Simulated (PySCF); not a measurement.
# TDDFT excited states: Al2Cl6

Al₂Cl₆.
SMILES with atom numbers: `[Cl:1][Al-:2]1([Cl:3])[Cl+:4][Al-:5]([Cl:6])([Cl:7])[Cl+:8]1`

Computed, not measured: TDDFT CAM-B3LYP/aug-cc-pVTZ, vertical, gas phase, core orbitals frozen in the response (PySCF). Geometry: PBE0-D3(BJ)/def2-TZVP; no solvent, vibrations or thermal averaging.

```tsv
state	λ (nm)	E (eV)	f	|μ| (D)	main configurations (H = HOMO, L = LUMO)
S1	164.9	7.52	0.019	0.81	H→L (70%), H-1→L+2 (9%)
S2	163.7	7.58	0.0000	0.00	H-1→L (63%), H→L+2 (12%)
S3	162.9	7.61	0.0000	0.00	H-2→L (71%), H-4→L+2 (8%)
S4	160.3	7.73	0.0000	0.01	H-4→L (60%), H-2→L+2 (13%)
S5	158.3	7.83	0.0000	0.01	H-3→L (72%)
S6	154.3	8.04	0.280	3.03	H-5→L (67%), H-6→L+2 (10%)
S7	153.1	8.10	0.0002	0.08	H-6→L (63%), H-5→L+2 (11%)
S8	152.2	8.15	0.187	2.46	H-7→L (56%), H-3→L+2 (14%), H-3→L+3 (10%)
S9	150.6	8.23	0.0000	0.00	H→L+1 (42%), H→L+5 (33%), H-1→L+14 (11%)
S10	149.0	8.32	0.0000	0.01	H-1→L+1 (42%), H-1→L+5 (33%), H→L+14 (14%)
```

Triplets (Tamm–Dancoff): T1 7.22 eV, H→L (61%), H-1→L+2 (10%); T2 7.26 eV, H-1→L (56%), H→L+2 (12%), H→L+3 (8%); T3 7.34 eV, H-2→L (64%), H-4→L+2 (9%); T4 7.43 eV, H-4→L (53%), H-2→L+2 (13%), H-2→L+3 (10%).

The lowest singlet comes at 165 nm (725 kJ/mol) in the vacuum ultraviolet; it is weak; its leading configuration is HOMO→LUMO (70%). The most intense listed level is S6 at 8.04 eV (154 nm, f = 0.280), 0.52 eV above S1. Löwdin shares by element: HOMO chlorine 76% or more (atoms not listed hold the other 24%); LUMO aluminium 66%, chlorine 14% or more (atoms not listed hold the other 20%). Orbital energies (eV): HOMO-3 -11.19, HOMO-2 -10.99, HOMO-1 -10.95, HOMO -10.86, LUMO -0.43, LUMO+1 0.28, LUMO+2 0.28. The listed states span 0.80 eV, and the widest gap between neighbours is 0.20 eV (S5 to S6). Of the 10 states listed, 3 reach f = 0.01 and 7 stay under 0.0005. The window holds the lowest 10 singlets.
